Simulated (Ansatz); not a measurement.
AlBH₃IN₂O, relaxed with RKS PBE-D4/def2-SVP in Ansatz from a rough embedded geometry. The force threshold is 0.03 eV/Å; the program also tests the step.

The species carries charge 0 and has multiplicity 1. I takes the def2 core potential.

Start:

```xyz
9

O    -2.314   -0.448    0.672
B    -0.902   -0.166    0.218
N    -0.199    0.960   -0.635
Al    1.568    0.310   -0.297
I     3.654    0.224   -1.834
N     0.467   -0.895    0.468
H    -2.646   -0.984   -0.084
H    -0.277    1.813   -0.035
H     0.649   -0.815    1.526
```

(1) By how much does the energy fall, and how many steps does the optimiser take? (Estimate.)

(2) Which bonds change most? (Estimate.)

(3) Give the relaxed structure. (An estimate is asked.)

## Answers

(1) Ansatz gave: 81.54 kcal/mol, in 15 steps, 1 of them rejected.

(2) Computed: O1–B2 from 1.509 to 1.377 Å; Al4–I5 from 2.592 to 2.466 Å; N3–Al4 from 1.913 to 1.802 Å.

(3) Ansatz gave: 
```xyz
9

O    -1.904   -0.516    0.790
B    -0.657   -0.207    0.296
N    -0.264    0.873   -0.621
Al    1.403    0.208   -0.450
I     3.676    0.679   -1.284
N     0.559   -0.956    0.623
H    -2.583    0.096    0.459
H    -0.847    1.586   -1.046
H     0.616   -1.763    1.233
```
